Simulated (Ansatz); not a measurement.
TeAs₂⁺. The state is a doublet with charge 1. Geometry PBE-D4/def2-TZVP; atoms count from 1.

Cartesian coordinates in Å:
```
As -0.363 1.325 -0.192
As -0.267 -0.437 1.289
Te 0.630 -0.887 -1.097
```

In the def2 sets Te takes a core potential; there is no spin–orbit coupling. The structure comes from a short search, and lower isomers may exist.

Estimate the Mulliken populations from the PBE0/def2-TZVP orbitals of Ansatz.


```
atom  charge (e)  spin (α − β)
 As1        0.31          0.12
 As2        0.31          0.12
 Te3        0.37          0.75
```
Mulliken values depend strongly on the basis.

Where does the spin sit?

Summed by element: As 0.25, Te 0.75, of 1 unpaired in all. Largest on single atoms: Te3 0.75, As1 0.12, As2 0.12.

And the Mayer bond orders between heavy atoms (over 0.3)?

As1–As2 1.71 (2.30 Å); As1–Te3 1.20 (2.59 Å); As2–Te3 1.20 (2.59 Å).
